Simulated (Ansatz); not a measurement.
Cost and result for the atomization energy of `OC[SiH](F)F` (9 atoms, 8 bonds).

```xyz
9

O     0.9145   -1.4549   -0.3364
C     0.5740   -0.1190   -0.6734
Si   -0.5506    0.6689    0.5918
F     0.2028    0.8914    1.9700
F    -1.7216   -0.3764    0.8705
H     0.1051   -1.9556   -0.2024
H     0.1175   -0.0506   -1.6731
H     1.5120    0.4415   -0.7302
H    -1.1536    1.9547    0.1831
```

Total charge 0; spin multiplicity 1. The geometry is a stationary point of PBE0-D4/def2-TZVP. It is one conformer, not always the lowest. Program: Ansatz. All runs use 4 threads of an Arm Neoverse V2 on a shared host. Times are those of one run each, without the atoms' runs, and a repeat can differ threefold. Electronic energies, without spin–orbit coupling; frozen cores. CCSD(T)/CBS adds CCSD(T) − MP2 in def2-TZVPP to the MP2 limit, and its time is that of the two runs behind it. T1 = 0.011. B3LYP takes the VWN-RPA correlation (the form of Gaussian; ORCA's B3LYP/G).

CCSD(T)/CBS is a level of theory with its own doubt, some kJ/mol a heavy atom from the limit and from the frozen cores, so smaller differences don't rank the functionals.

```json
{"level": "PBE-D4/def2-TZVPP (with forces)", "functions": "222", "wall time": "1.5 s", "atomization (kcal/mol)": "851.2", "difference from CCSD(T)/CBS": "7.9", "per bond": "1.0"}
{"level": "PBE0-D4/def2-TZVPP", "functions": "222", "wall time": "1.6 s", "atomization (kcal/mol)": "831.5", "difference from CCSD(T)/CBS": "-11.8", "per bond": "-1.5"}
{"level": "B3LYP-D4/def2-TZVPP (with forces)", "functions": "222", "wall time": "2.4 s", "atomization (kcal/mol)": "834.4", "difference from CCSD(T)/CBS": "-8.9", "per bond": "-1.1"}
{"level": "r2SCAN-D4/def2-TZVPP (with forces)", "functions": "222", "wall time": "2.9 s", "atomization (kcal/mol)": "839.8", "difference from CCSD(T)/CBS": "-3.5", "per bond": "-0.4"}
{"level": "B2PLYP/def2-TZVPP", "functions": "222", "wall time": "2.9 s", "atomization (kcal/mol)": "830.1", "difference from CCSD(T)/CBS": "-13.2", "per bond": "-1.7"}
{"level": "ωB97X-V/def2-TZVPP", "functions": "222", "wall time": "4.6 s", "atomization (kcal/mol)": "840.7", "difference from CCSD(T)/CBS": "-2.6", "per bond": "-0.3"}
{"level": "ωB97M-V/def2-TZVPP (with forces)", "functions": "222", "wall time": "6.5 s", "atomization (kcal/mol)": "840.9", "difference from CCSD(T)/CBS": "-2.4", "per bond": "-0.3"}
{"level": "MP2/def2-QZVPP", "functions": "418", "wall time": "11 s", "atomization (kcal/mol)": "856.9", "difference from CCSD(T)/CBS": "13.6", "per bond": "1.7"}
{"level": "CCSD(T)/def2-TZVPP", "functions": "222", "wall time": "75 s", "atomization (kcal/mol)": "818.4", "difference from CCSD(T)/CBS": "-24.9", "per bond": "-3.1"}
{"level": "CCSD(T)/CBS(def2)", "functions": "–", "wall time": "85 s", "atomization (kcal/mol)": "843.3", "difference from CCSD(T)/CBS": "0.0", "per bond": "0.0"}
```

From PBE to PBE0 (25 % exact exchange), in def2-TZVPP and without D4, the atomization energy moves by −19.0 kcal/mol: exact exchange takes away binding that semilocal exchange gives to molecules. In def2-TZVPP, CCSD(T) changes the Hartree–Fock value by +208.2 kcal/mol (the triples alone add +12.1 kcal/mol) and MP2 by +231.6 kcal/mol; breaking electron pairs costs correlation energy, which Hartree–Fock lacks. The D4 term adds +6.0 kcal/mol with B3LYP and +3.1 kcal/mol with PBE0; it sums over pairs of atoms, weighted by their polarisabilities, and B3LYP, whose exchange is more repulsive, gets the larger term.
